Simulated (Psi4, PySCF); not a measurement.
Internal rotation in CH7BrGeSi, SMILES [GeH3][SiH2]CBr. Scanned: dihedral Ge1–Si2–C3–Br4; all other coordinates were relaxed at GFN2-xTB. Points at φ and −φ are mirror images. Heavy atoms are numbered in the order of the SMILES [GeH3][SiH2]CBr, hydrogens after them in the order of the atoms that carry them; the mirror image has the same energies with the sign of each dihedral reversed.

- RKS-B3LYP/6-31G* = restricted B3LYP/6-31G*, spherical d, density fitting // GFN2-xTB (PySCF)
- PBE-D3(BJ)/def2-TZVP // GFN2-xTB (Psi4)
- MP2/cc-pVTZ = DF-MP2 (frozen core)/cc-pVTZ // GFN2-xTB (Psi4)

Energies relative to the lowest point of each profile, in eV:

```csv
φ / °,RKS-B3LYP/6-31G*,PBE-D3(BJ)/def2-TZVP
-150,0.048,0.057
-120,0.100,0.108
-90,0.057,0.053
-60,0.032,0.000
-30,0.091,0.053
0,0.136,0.102
30,0.091,0.053
60,0.032,0.000
90,0.057,0.053
120,0.100,0.108
150,0.048,0.057
180,0.000,0.008
```

**Question.** Predict the corresponding MP2/cc-pVTZ column.

**Answer.** -150: 0.093; -120: 0.150; -90: 0.077; -60: 0.000; -30: 0.059; 0: 0.117; 30: 0.059; 60: 0.000; 90: 0.077; 120: 0.150; 150: 0.093; 180: 0.035 (eV).
